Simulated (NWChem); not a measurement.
Species: CHBrF2; SMILES FC(F)Br

All runs: NWChem. Pople sets run with spherical d functions. This build's default masses of Se (78.918 u) and Br (79.917 u) are each other's, which moves their modes by up to 0.6 %. Each level has its own optimisation. Computed dipoles belong to the equilibrium geometry; the measured one is vibrationally averaged.

Measured dipole moment: 1.50 D (NIST CCCBDB, as tabulated in the package chemicals).

```csv
level,dipole moment (D),computed − measured
Hartree-Fock/STO-3G,1.27,-0.23
Hartree-Fock/3-21G,1.98,+0.48
Hartree-Fock/6-31G*,1.59,+0.09
B3LYP/6-31G*,?,?
"LDA (Slater exchange, VWN5)/def2-SVP",?,?
PBE/def2-SVP,1.32,-0.18
BLYP/def2-SVP,1.32,-0.18
PBE0/def2-SVP,1.39,-0.11
```

Fill in the missing entries.


- B3LYP/6-31G*, dipole moment (D): 1.46
- B3LYP/6-31G*, computed − measured: -0.04
- LDA (Slater exchange, VWN5)/def2-SVP, dipole moment (D): 1.30
- LDA (Slater exchange, VWN5)/def2-SVP, computed − measured: -0.20
